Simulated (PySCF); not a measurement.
C₂H₆Be, singlet, at a GFN2-xTB geometry (such geometries of metal compounds can be far from the true shape). Base run: SVWN5/def2-SV(P) in PySCF.

Input for PySCF:
```python
from pyscf import gto, scf, dft

mol = gto.M(
    atom='''
Be    0.00743945    0.00179797   -0.02008394
C     1.34325800    0.16961268   -1.09841030
H     2.06285984   -0.64799185   -1.04315004
H     1.93940669    1.06889496   -0.94047812
H     1.05888718    0.21201450   -2.15043463
C    -1.33744142   -0.18725458    1.04331116
H    -1.90774025   -1.10115211    0.87291218
H    -2.07641473    0.61189152    0.97592364
H    -1.07164775   -0.22468519    2.10024171
''',
    basis='def2-sv(p)',
    verbose=3,
)

mf = dft.RKS(mol)
mf.xc = 'lda,vwn'
mf.kernel()
```

Each row names what was changed in the base input (with any setting that the change needs).

| change | ΔE vs base (mEh) | fitting functions | outcome |
|---|---|---|---|
| base | 0.000 | - | converged |
| auxbasis = even-tempered beta=2.0 | -0.238 | 358 | converged |
| auxbasis = cc-pvqz-jkfit | - | - | stopped with an error |
| auxbasis = default (with mf = mf.density_fit()) | -0.099 | 213 | converged |
| auxbasis = cc-pvtz-ri | -0.191 | 423 | converged |
| auxbasis = even-tempered beta=1.6 | -0.114 | 526 | converged |
| auxbasis = autoaux | (withheld) | (withheld) | converged |
| auxbasis = def2-universal-jfit | -0.099 | 213 | converged |
| auxbasis = def2-universal-jkfit | -0.063 | 309 | converged |
| auxbasis = even-tempered beta=3.0 | (withheld) | (withheld) | converged |

**Question.** Some entries are withheld; supply them.

**Answer.** 
- auxbasis = autoaux, ΔE vs base (mEh): -0.620
- auxbasis = autoaux, fitting functions: 353
- auxbasis = even-tempered beta=3.0, ΔE vs base (mEh): -0.773
- auxbasis = even-tempered beta=3.0, fitting functions: 236

A fitting set is made for a task (jfit for Coulomb, jkfit for Coulomb and exchange, ri for correlation) and for a family of orbital bases.

- auxbasis = cc-pvqz-jkfit: ended with `pyscf.lib.exceptions.BasisNotFoundError: Basis set not found for Be in cc-pvqz-jkfit`
